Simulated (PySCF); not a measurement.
Which orbitals make which state

Species: C8H9FOSi.
Geometry (PBE0-D3(BJ)/def2-SVP, Å), atoms numbered from 1 in this order:
```
atom  x, y, z in Å
C1    -2.4926   -2.0482   -0.5398
C2    -1.2433   -1.5860   -0.4069
C3    -0.8460   -0.1906   -0.1942
C4    -1.7500    0.8826   -0.2481
C5    -1.3418    2.1928   -0.0383
C6    -0.0003    2.4714    0.2296
C7     0.8960    1.4203    0.2781
F8     2.1939    1.6545    0.5300
C9     0.5099    0.0907    0.0740
O10    1.3942   -0.9178    0.1321
Si11   3.0489   -1.0156    0.4421
H12   -2.6780   -3.1125   -0.7005
H13   -3.3719   -1.3999   -0.4918
H14   -0.4117   -2.2941   -0.4488
H15   -2.7990    0.6774   -0.4688
H16   -2.0658    3.0083   -0.0869
H17    0.3638    3.4861    0.3982
H18    3.3734   -0.5381    1.8149
H19    3.3203   -2.4750    0.3411
H20    3.8428   -0.2847   -0.5838
```

Method: TDDFT PBE0/def2-SVPD, vertical, gas phase, core orbitals frozen in the response in PySCF 2.14.0, density-fitted response routines.

Orbital energies (eV): HOMO-3 -9.09, HOMO-2 -8.79, HOMO-1 -6.99, HOMO -6.56, LUMO -1.30, LUMO+1 -0.18, LUMO+2 0.06.

Computed singlets:

```tsv
state	E (eV)	f
S1	4.51	0.127
S2	4.96	0.272
S3	5.62	0.0008
S4	5.73	0.238
S5	6.12	0.0018
S6	6.19	0.305
S7	6.41	0.0016
S8	6.52	0.010
S9	6.61	0.016
S10	6.61	0.0004
```

Question: Which orbital pair leads each of S4 and S6, and how does its energy difference Δε compare with the excitation energy?

Answer: 

```json
{"state": "S4", "leading configuration": "HOMO→LUMO+1", "weight": "0.76", "Δε (eV)": "6.38", "E (eV)": "5.73", "E − Δε (eV)": "-0.65", "f": "0.238", "other configurations": "H-1→L (14%)"}
{"state": "S6", "leading configuration": "HOMO-1→LUMO+1", "weight": "0.81", "Δε (eV)": "6.81", "E (eV)": "6.19", "E − Δε (eV)": "-0.61", "f": "0.305", "other configurations": "–"}
```

E − Δε runs from -0.65 to -0.61 eV. Among themselves, these states come in the order of their orbital differences.

H and L stand for HOMO and LUMO. The other states: S1 4.51 eV, f 0.127, H→L (57%), H-1→L (28%), H→L+1 (9%); S2 4.96 eV, f 0.272, H-1→L (56%), H→L (36%); S3 5.62 eV, f 0.0008, H→L+2 (90%); S5 6.12 eV, f 0.0018, H-1→L+2 (90%); S7 6.41 eV, f 0.0016, H→L+3 (79%), H→L+4 (17%); S8 6.52 eV, f 0.010, H-2→L (57%), H→L+5 (36%); S9 6.61 eV, f 0.016, H→L+4 (74%), H→L+3 (14%); S10 6.61 eV, f 0.0004, H-3→L (85%), H-5→L (10%).

Triplets, Tamm–Dancoff:

```
state  E (eV)  λ (nm)  main configurations (H = HOMO, L = LUMO)
   T1    3.05   406.1                    H→L (79%), H-1→L (12%)
   T2    3.90   317.8                    H-1→L (78%), H→L (14%)
   T3    4.22   293.5                H→L+1 (47%), H-1→L+1 (37%)
   T4    4.80   258.2     H-2→L (39%), H→L+1 (28%), H→L+5 (16%)
```

Summed over the main configurations (up to three a state, each over 8%) of all 10 singlets, the electron leaves HOMO with weight 4.89, HOMO-1 with weight 2.68, HOMO-3 with weight 0.85 and HOMO-2 with weight 0.57.

On 2 threads of an Intel Xeon Platinum 8488C, shared host with 96 logical CPUs at a one-minute load of 65, this took 63 s wall, 2.3 min CPU and 1.8 GiB of memory at its peak.

One conformer stands for the species.
